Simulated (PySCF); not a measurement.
**Shapes and spin states of OsH₅⁻**

Computed with PBE0 in PySCF with Os def2-TZVPD with ECP60, H def2-TZVPD; scalar-relativistic core potentials, no spin–orbit coupling; density-fitted integrals.

Relaxations began from a few typed shapes and spin states; open shells are unrestricted. The search is not exhaustive: other isomers or separated fragments can lie lower, and high-lying points may rest on an excited occupation.

**Question.** Which is the lowest minimum found?
A. singlet C3v: Os–H 1.593 Å (×3), Os–H 1.647 Å, Os–H 1.794 Å; H–Os–H 64.4° (×3), H–Os–H 102.7° (×3), H–Os–H 115.6° (×3), H–Os–H 180.0°
B. triplet C2v: Os–H 1.575 Å, Os–H 1.696 Å (×2), Os–H 1.730 Å (×2); H–Os–H 90.0° (×6), H–Os–H 107.0° (×2), H–Os–H 145.9°, H–Os–H 179.6°
C. quintet C4v: Os–H 1.678 Å (×4), Os–H 1.699 Å; H–Os–H 79.5° (×4), H–Os–H 115.2° (×4), H–Os–H 129.6° (×2)
D. quintet Cs: Os–H 1.678 Å (×4), Os–H 1.699 Å; H–Os–H 79.5° (×4), H–Os–H 115.2° (×4), H–Os–H 129.5° (×2)
E. quintet D3h: Os–H 1.698 Å (×3), Os–H 1.739 Å (×2); H–Os–H 90.0° (×6), H–Os–H 120.0° (×3), H–Os–H 180.0°
F. singlet D3h: Os–H 1.601 Å (×3), Os–H 1.721 Å (×2); H–Os–H 90.0° (×6), H–Os–H 120.0° (×3), H–Os–H 180.0°

**Answer.** A. The others lie at 86.4 (singlet D3h, a saddle point), 90.6 (triplet C2v, a saddle point), 122.8 (quintet C4v), 122.8 (quintet Cs), 161.4 (quintet D3h, a saddle point) kJ/mol above it.

For the lowest minimum: stability towards spin polarisation was not tested. The lowest empty level of this anion is unbound, so it and the gap depend on the basis. With an element this heavy the missing spin–orbit coupling can shift these numbers.
